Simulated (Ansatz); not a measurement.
Cost and result for the atomization energy of C2H8Sn (`C[CH2][SnH3]`) (11 atoms, 10 bonds).

```xyz
11

C     0.707    1.266   -0.420
C    -0.093    0.029   -0.799
Sn   -0.602   -1.199    0.891
H     0.156    1.909    0.271
H     1.652    1.004    0.063
H     0.950    1.869   -1.301
H    -1.029    0.302   -1.293
H     0.462   -0.599   -1.500
H    -1.532   -0.291    2.004
H     0.828   -1.719    1.676
H    -1.499   -2.572    0.407
```

The species carries charge 0 and has multiplicity 1. Correlated methods include outer-core shells of Sn, which these sets cover unevenly. Sn: def2 effective core potential. All single points use the PBE0-D4/def2-TZVP geometry. Program: Ansatz. All runs use 4 threads of an Arm Neoverse V2 on a shared host. Times are those of one run each, without the atoms' runs, and a repeat can differ threefold. Electronic energies, without spin–orbit coupling; frozen cores. CCSD(T)/CBS adds CCSD(T) − MP2 in def2-TZVPP to the MP2 limit, and its time is that of the two runs behind it. T1 = 0.012. With those shells the extrapolation isn't a true limit. HSE06 is the plane-wave form, built on full-range PBE exchange.

CCSD(T)/CBS is a level of theory with its own doubt, some kJ/mol a heavy atom from the limit and from the frozen cores, so smaller differences don't rank the functionals.

| level | functions | wall time |
| --- | --- | --- |
| BLYP-D4/def2-TZVPP | 224 | 1.4 s |
| PBE-D4/def2-TZVPP (with forces) | 224 | 1.6 s |
| PBE0-D4/def2-TZVPP | 224 | 1.6 s |
| HSE06-D4/def2-TZVPP | 224 | 1.9 s |
| BHLYP-D4/def2-TZVPP | 224 | 2.1 s |
| CCSD(T)/def2-SVP | 94 | 2.9 s |
| PBE-QIDH/def2-TZVPP | 224 | 3.1 s |
| r2SCANh-D4/def2-TZVPP | 224 | 3.2 s |
| ωB97X-V/def2-TZVPP | 224 | 5.5 s |
| B97M-V/def2-TZVPP | 224 | 6 s |
| MP2/def2-QZVPP | 436 | 12 s |
| CCSD(T)/def2-TZVPP | 224 | 73 s |
| CCSD(T)/CBS(def2) | – | 85 s |

What atomization energy does each give, and how far from CCSD(T)/CBS? (An estimate is asked.)

Computed: 
```csv
level,atomization (kJ/mol),difference from CCSD(T)/CBS,per bond
BLYP-D4/def2-TZVPP,3533.2,-52.6,-5.3
PBE-D4/def2-TZVPP (with forces),3581.4,-4.4,-0.4
PBE0-D4/def2-TZVPP,3559.2,-26.6,-2.7
HSE06-D4/def2-TZVPP,3559.6,-26.2,-2.6
BHLYP-D4/def2-TZVPP,3510.1,-75.7,-7.6
CCSD(T)/def2-SVP,3406.1,-179.7,-18.0
PBE-QIDH/def2-TZVPP,3544.1,-41.7,-4.2
r2SCANh-D4/def2-TZVPP,3554.9,-30.9,-3.1
ωB97X-V/def2-TZVPP,3586.0,0.2,0.0
B97M-V/def2-TZVPP,3603.8,18.0,1.8
MP2/def2-QZVPP,3526.1,-59.7,-6.0
CCSD(T)/def2-TZVPP,3514.2,-71.6,-7.2
CCSD(T)/CBS(def2),3585.8,0.0,0.0
```

From BLYP to BHLYP (50 % exact exchange), in def2-TZVPP and without D4, the atomization energy moves by −6.0 kJ/mol: exact exchange takes away binding that semilocal exchange gives to molecules. At CCSD(T), def2-SVP lies −179.7 kJ/mol from the extrapolated value and def2-TZVPP −71.6 kJ/mol: correlation converges slowly with the basis, and small sets miss more of it in the bonded molecule than in its fragments. Leaving LDA and LC-ωPBE aside and taking each functional with its dispersion term where it has one, the values spread over 93.7 kJ/mol, from BHLYP-D4 to B97M-V. LDA lies +444.7 kJ/mol from PBE without D4, its usual overbinding.

Spin–orbit coupling would lower the free Sn atoms strongly, and the atomization energy with them, by more than many differences here. For some Ge, Se and Sn compounds the MP2-based and the directly extrapolated limit differ by 10 to 25 kJ/mol.
